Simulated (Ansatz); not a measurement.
Cl2F2H2Si2, SMILES `F[Si@H](Cl)[Si@@H](F)Cl`. Total charge 0; spin multiplicity 1.

```csv
atom,x (Å),y (Å),z (Å)
F1,-1.102,1.734,-0.931
Si2,0.216,0.851,-0.779
Cl3,1.709,2.036,-0.046
Si4,-0.216,-0.851,0.779
F5,1.102,-1.734,0.932
Cl6,-1.709,-2.036,0.046
H7,0.609,0.374,-2.123
H8,-0.609,-0.374,2.123
```

Question: Give the diagnostics of a CCSD(T)/def2-TZVPP run (frozen core, Ansatz 0.2.0). (An estimate is asked.)

Answer: Computed: T1 = 0.0113, largest single amplitude 0.021, largest double 0.020, (T) share of the correlation energy 3.5 %, 9 CCSD cycles. The RHF solution is stable towards an unrestricted one. T1 lies under the customary mark of 0.02 for closed shells.
